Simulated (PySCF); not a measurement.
Labels have come off several samples. The candidates:

A. SMILES O[SiH2][C@H]1CCCOC1
B. `InChI=1S/C9H11F/c1-7(2)5-6-8(3)9(4)10/h7H,3-4H2,1-2H3`
C. `C1C(O[C@@H](OC)[SiH3])C1`

Spectrum 1. 1H NMR (300 MHz, computed): δ 6.13 (m, 1H), 5.90 (m, 1H), 5.36 (m, 1H), 5.16 (m, 1H), 2.75 (sept, 1H), 1.28 (d, 6H). 13C{1H} NMR (computed): δ 173.2 (C), 130.1 (C), 129.8 (CH2), 107.9 (C), 101.1 (CH2), 83.8 (C), 25.0 (CH3), 24.0 (CH).

Spectrum 2. 1H NMR (300 MHz, computed): δ 5.25 (m, 1H), 5.06 (m, 1H), 4.47 (m, 1H), 4.24 (m, 1H), 3.86 (m, 1H), 3.61 (m, 1H), 3.30 (br s, 1H), 2.09 (m, 1H), 2.02 (m, 1H), 1.79 (m, 1H), 1.31 (m, 1H), 0.59 (m, 1H). 13C{1H} NMR (computed): δ 74.4 (CH2), 72.8 (CH2), 31.0 (CH2), 28.3 (CH2), 26.6 (CH).

Spectrum 3. 1H NMR (300 MHz, computed): δ 4.61 (q, 1H), 3.95 (s, 3H), 3.72 (d, 3H), 3.04 (m, 1H), 0.91 (m, 1H), 0.84 (m, 1H), 0.69 (m, 1H), 0.36 (m, 1H). 13C{1H} NMR (computed): δ 109.1 (CH), 64.9 (CH3), 61.9 (CH), 10.4 (CH2), 9.1 (CH2).

[PySCF 2.14: shieldings: GIAO PBE0/pcSseg-1; GFN2-xTB structure; no solvent model; averaged over atoms made equivalent by symmetry, fast rotation or ring inversion; non-relativistic; one conformer]

References, each an isolated molecule treated in the same way: TMS for 1H, 13C. Splittings of carbon signals by F and P are missing where no couplings were computed. Where no couplings were computed, multiplicities follow the n + 1 count of equivalent neighbours, and m marks all less simple cases (inequivalent or close neighbours, rings, F or P nearby). Shifts are as computed. Against solution values, carbons near 30 ppm lie about +3 ppm off and those near 130 ppm about +5 ppm. Of 1309 compounds with measured shifts, 239 miss one by over three times the rms of a fit or turn the order of signals round; such compounds aren't used in these exercises. OH and NH positions are gas-phase values without hydrogen bonding to other molecules.

Which spectrum belongs to which compound?

## Answers

1–B, 2–A, 3–C.

- Spectrum 1 (B): 8 13C signals; δC 130.1 is a fully substituted alkene carbon; δC 129.8 is a terminal =CH2 carbon.
- Spectrum 2 (A): 5 13C signals; δC 74.4 is an sp3 CH2 bonded to O; δC 72.8 is an sp3 CH2 bonded to O.
- Spectrum 3 (C): 5 13C signals; δC 109.1 is an sp3 carbon bearing two oxygens; δC 64.9 is a methyl carbon bonded to O.
